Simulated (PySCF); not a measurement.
Broadened absorption spectrum of cyclo-(F2SiSe)2

Compound: cyclo-(F2SiSe)2.
Structure used (PBE0-D3(BJ)/def2-SVP), in Å, numbered top down from 1:
```xyz
8
F4Se2Si2 angstrom
Si    -0.6270    1.2238    0.2040
F     -2.1065    1.4835    0.7729
F     -0.0385    2.6939   -0.0687
Se    -0.6358   -0.0659   -1.6501
Si     0.6607   -1.2468   -0.2244
F      2.1436   -1.4859   -0.7939
F      0.0875   -2.7237    0.0408
Se     0.6541    0.0355    1.6358
```

Computed, not measured: TDDFT B3LYP/def2-SVPD, vertical, gas phase, core orbitals frozen in the response (PySCF 2.14.0, density-fitted response routines). The B3LYP/def2-SVPD calculation is non-relativistic and has no spin–orbit coupling, an omission that weighs most on selenium.

Each state is given a Gaussian of 0.4 eV full width at half maximum, with ε(max) = 2.175×10⁸ f / Δν̃ (Δν̃ the width in cm⁻¹). The width is an assumption, not a result. The curve ends short of the highest state used, and states not computed would add to its high-energy end.

| E (eV) | ε (L mol⁻¹ cm⁻¹) |
| --- | --- |
| 4.02 | 0 |
| 4.09 | 0 |
| 4.16 | 0 |
| 4.23 | 0 |
| 4.30 | 0 |
| 4.38 | 0 |
| 4.45 | 0 |
| 4.52 | 0 |
| 4.59 | 0 |
| 4.66 | 0 |
| 4.73 | 0 |
| 4.80 | 0 |
| 4.88 | 0 |
| 4.95 | 0 |
| 5.02 | 0 |
| 5.09 | 0 |
| 5.16 | 0 |
| 5.23 | 0 |
| 5.30 | 0 |
| 5.38 | 0 |
| 5.45 | 0 |
| 5.52 | 0 |
| 5.59 | 0 |
| 5.66 | 1 |
| 5.73 | 4 |
| 5.80 | 16 |
| 5.88 | 64 |
| 5.95 | 179 |
| 6.02 | 428 |
| 6.09 | 871 |
| 6.16 | 1518 |
| 6.23 | 2279 |
| 6.30 | 2972 |
| 6.38 | 3445 |
| 6.45 | 3512 |
| 6.52 | 3372 |

**Question.** Locate the maxima and give the states behind the curve.

**Answer.** 193 nm (6.43 eV), ε about 3500, made up of S6 (54%) and S7 (40%) (ε in L mol⁻¹ cm⁻¹; maxima over ε = 5, shares over 10%). The states used: S1 4.62 eV (f 0.0000); S2 5.47 eV (f 0.0000); S3 5.52 eV (f 0.0000); S4 6.06 eV (f 0.0000); S5 6.19 eV (f 0.0001); S6 6.33 eV (f 0.033); S7 6.50 eV (f 0.022); S8 6.79 eV (f 0.0071); S9 6.82 eV (f 0.034); S10 7.12 eV (f 0.030).

**Question.** Coming from long wavelengths, where does ε first pass 100 L mol⁻¹ cm⁻¹?

**Answer.** At about 210 nm (5.91 eV), 1.29 eV above S1.

**Question.** On this curve, what absorbance would a 10⁻⁵ mol/L sample give at 193 nm over a 1 cm path?

**Answer.** 193 nm is 6.424 eV, where ε is about 3500 L mol⁻¹ cm⁻¹, so A = ε c l ≈ 0.035 (Beer–Lambert, with the gas-phase spectrum and the assumed width).

**Question.** What would ε be at 6.43 eV, the highest of these maxima, with half the width (0.2 eV)?

**Answer.** About 4590 L mol⁻¹ cm⁻¹ against 3520, a factor of about 1.3; a lone state at its own centre would give exactly 2.

The run took 74 s wall (grids of density and orbitals included) on one thread of an Intel Xeon Platinum 8259CL at 2.50 GHz, shared host with 96 logical CPUs at a one-minute load of 48, and the process peaked at 1.0 GiB of memory.

One conformer stands for the species.
